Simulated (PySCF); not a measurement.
Relaxation of singlet TiO(OH)2

These are results of PBE0/[Ti def2-TZVP, O def2-TZVP, H def2-TZVP], no relativity, density fitting, PySCF, not measurements. A (50,194) grid was used.

A hand-made T-shaped (ligand arrangement 1) (heavy-atom frame) start, of C2 symmetry, held to at least that symmetry:

```xyz
6
charge 0 multiplicity 1, angstrom
Ti    0.0000    0.0000   -0.3087
O     0.0000    0.0000    1.4313
O     1.9888    0.0000   -0.2393
O    -1.9888    0.0000   -0.2393
H     2.6055   -0.7354   -0.2177
H    -2.6055    0.7354   -0.2177
```

**Question.** What forces act on the atoms at the start (eV/Å)?

**Answer.** 
```json
{"atom": "Ti1", "Fx": "0.00", "Fy": "0.00", "Fz": "9.02"}
{"atom": "O2", "Fx": "0.00", "Fy": "0.00", "Fz": "-5.57"}
{"atom": "O3", "Fx": "-2.19", "Fy": "-0.39", "Fz": "-1.74"}
{"atom": "O4", "Fx": "2.19", "Fy": "0.39", "Fz": "-1.74"}
{"atom": "H5", "Fx": "0.07", "Fy": "0.28", "Fz": "0.01"}
{"atom": "H6", "Fx": "-0.07", "Fy": "-0.28", "Fz": "0.01"}
```

**Question.** What does it relax to?

**Answer.** It ends at C2v with O–H 0.958 Å (×2), Ti–O 1.605 Å, Ti–O 1.828 Å (×2); H–O–Ti 131.5° (×2), O–Ti–O 118.3° (×2), O–Ti–O 123.3° (after a last refinement on a finer grid). No frequency check is given, so it may be a saddle point. Other isomers or separated fragments may lie lower.

**Question.** How much energy is released, and in how many steps?

**Answer.** 296.2 kJ/mol in 14 steps.

Stability towards spin polarisation was not tested.

The relaxation took 36 s on 4 threads of a shared Arm Neoverse V1 host, with 150 basis functions and 15 gradients; the process peaked at 1.1 GiB. Launch command: `OMP_NUM_THREADS=4 python axn.py task.json out`.
